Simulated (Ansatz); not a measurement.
Z-matrix (Å, degrees):
```
C
C 1 1.539
Cl 1 1.799 2 109.4
Si 1 1.919 2 98.6 3 -111.0
H 1 1.089 2 114.8 3 119.2
Si 2 1.913 1 99.4 3 82.4
H 2 1.092 1 113.7 3 -45.6
H 2 1.097 1 108.3 3 -165.4
H 4 1.484 1 116.5 2 149.3
H 4 1.492 1 110.3 2 -85.0
H 6 1.488 2 115.3 1 142.0
H 6 1.484 2 114.6 1 -90.4
```

Charge 0, multiplicity 1.

**Question.** List the CAM-B3LYP/def2-TZVPP orbital energies in eV (Ansatz). (Estimate.)

**Answer.** Ansatz gave: Occupied: -2764.25, -1800.97, -1800.89, -280.31, -278.95, -258.99, -198.10, -197.87, -197.87, -145.57, -145.49, -100.90, -100.89, -100.88, -100.82, -100.80, -100.79, -25.69, -22.53, -18.63, -17.39, -15.25, -14.56, -13.95, -12.62, -11.71, -11.27, -10.90, -10.58, -9.78, -9.17, -8.95. Lowest empty: 0.76, 0.93, 1.22, 2.06, 2.17, 2.53, 2.92, 3.14.
